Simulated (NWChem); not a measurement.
System: CH5ClFNSi; SMILES F[Si@@H](CN)Cl

```xyz
10

N     -0.3988     2.6292    -0.0398
C     -0.9175     1.2647    -0.2692
Si     0.2376    -0.0790     0.3633
F      1.6560     0.0790    -0.3930
Cl    -0.4888    -1.9834    -0.0206
H     -0.2604     2.8017     0.9546
H      0.5081     2.7452    -0.4886
H     -1.0963     1.1349    -1.3437
H     -1.9018     1.1779     0.2078
H      0.4998     0.0326     1.8178
```
Atoms are numbered in this order, from 1.

Computed with NWChem. Pople sets run with spherical d functions. The geometry was optimised at B3LYP/6-31G* (spherical d). Level: B3LYP/6-31G* with SMD (1 M gas to 1 M solution), gas-phase geometry. Reactions with the solvent are ignored.

Estimate the computed values for solvent toluene. Quantities: solvation free energy (kcal/mol); cavity-dispersion-structure term (kcal/mol); dipole in solution (D).

solvation free energy (kcal/mol): -4.3
cavity-dispersion-structure term (kcal/mol): -0.4
dipole in solution (D): 2.02
